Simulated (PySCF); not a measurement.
CH₃BrMgS, SMILES C[S][Mg][Br].

The structure is a stationary point at PBE0-D3(BJ)/def2-SVP. The structure was generated by enumeration; whether it is a known compound was not checked. Other conformers were not sampled.

The numbers are results of PBE0-D3(BJ)/def2-SVP in PySCF 2.14.0, not measurements.

Frequencies are harmonic and unscaled.

```csv
mode,ν (cm⁻¹),IR (km/mol),Raman (Å⁴/amu),depolarisation,moving atoms (share of kinetic energy)
1,65,10.6,1.4,0.63,"C 36 %, Mg 36 %, H 16 %, Br 12 %"
2,69,2.3,0.3,0.75,"H 89 %, Mg 9 %"
3,114,33.1,0.2,0.75,"Mg 71 %, S 15 %, H 9 %"
4,165,22.9,3.3,0.25,"Mg 46 %, C 22 %, S 15 %, H 8 %, Br 8 %"
5,250,2.0,10.6,0.17,"S 58 %, Br 31 %"
6,540,100.2,2.7,0.13,"Mg 78 %, S 16 %"
7,721,7.4,11.4,0.31,"C 59 %, S 31 %, H 9 %"
8,954,7.4,2.6,0.75,"H 84 %, C 14 %"
9,967,8.0,3.7,0.30,"H 83 %, C 15 %"
10,1336,18.4,4.0,0.73,"H 87 %, C 13 %"
11,1453,7.2,12.3,0.75,H 95 %
12,1459,7.3,13.4,0.75,H 95 %
13,3066,26.2,135.4,0.04,H 98 %
14,3175,2.8,54.6,0.75,"H 90 %, C 10 %"
15,3178,0.9,117.7,0.63,"H 90 %, C 10 %"
```
